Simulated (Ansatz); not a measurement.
Geometry optimisation, Ansatz 0.2.0, RKS PBE-D4/def2-SVP.

input.yaml

```yaml
crystal:
  periodic: [false, false, false]
  atoms:
    - { symbol: Sn, position_ang: [0.254892, 0.068052, -0.146881] }
    - { symbol: H, position_ang: [0.022911, -0.042209, 1.573107] }
    - { symbol: H, position_ang: [1.955748, -0.050836, -0.44823] }
    - { symbol: H, position_ang: [-0.330899, 1.563075, -0.757826] }
    - { symbol: H, position_ang: [-0.529228, -1.272297, -0.896899] }
    - { symbol: O, position_ang: [-2.632032, 0.032201, 1.137014] }
    - { symbol: H, position_ang: [-2.802156, -0.913513, 0.956993] }
    - { symbol: H, position_ang: [-1.835936, -0.014173, 1.728622] }
basis:
  gaussian: { orbitals: def2-SVP }
hamiltonian:
  xc: pbe
  dispersion: d4
relax:
  f_tol: 0.03
  max_steps: 50
output:
  orbitals: {}
```

Run as:

```bash
$ ansatz run input.yaml --threads 1 --pin off --max-ram 2048MiB --backend cpu --events-out ev --progress --plain --runs-dir out
```

Question: Where does it end, and by what steps?

Answer: It converged. The force dipped under the threshold on the way, but the program's further checks kept it going. After 7 steps the energy has fallen by 0.044 eV; H8 moved furthest, 0.50 Å.

```csv
step,energy less start (eV),largest force component (eV/Å),accepted
0,0.0000,0.609,yes
1,-0.0099,0.799,yes
2,-0.0230,0.419,yes
3,-0.0325,0.237,yes
4,-0.0428,0.042,yes
5,-0.0435,0.009,yes
6,-0.0433,0.168,no
7,-0.0438,0.015,yes
```

```xyz
8
Properties=species:S:1:pos:R:3
Sn 0.306 0.042 -0.118
H 0.350 -0.081 1.606
H 1.953 -0.036 -0.667
H -0.364 1.539 -0.633
H -0.518 -1.313 -0.798
O -2.608 0.047 0.994
H -2.728 -0.911 0.849
H -2.287 0.083 1.914
```

Whether the end is a true minimum wasn't checked by a vibrational analysis.

Time of the run: 16 s on 1 thread of AMD EPYC 7R43 64-Core Processor (Zen 3) (shared host), peak memory 0.12 GiB.
